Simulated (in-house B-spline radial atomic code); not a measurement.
A fraction x of an electron is removed from 2p in neutral aluminium, starting from [Ne] 3s2 3p1 and keeping the highest spin. Computed with a radial B-spline atomic code at the basis-set limit: non-relativistic M06-L, spin-polarised, spherical fractional occupations, point nucleus.

```csv
x,E(x) - E(0) (eV),2p down level (eV)
0,0.0000,-71.245
0.07,5.0433,-72.851
0.16,11.6936,-74.940
0.3,22.4162,-78.256
0.46,?,?
0.5,38.5541,-83.148
0.53,?,?
0.65,51.3068,-86.899
0.75,60.1231,-89.430
0.9,73.8249,-93.270
1,83.2813,-95.863
```

**Question.** What belongs in the row x = 0.46?

**Answer.** An energy change of 35.2480 eV; 2p down at -82.158 eV.

**Question.** What belongs in the row x = 0.53?

**Answer.** An energy change of 41.0597 eV; 2p down at -83.893 eV.

**Question.** Check Janak's theorem between x = 0.07 and 0.16.

**Answer.** The slope of the energy is 73.89 eV; the orbital levels give 73.90 eV (-ε of the emptying orbital, averaged over the two points).
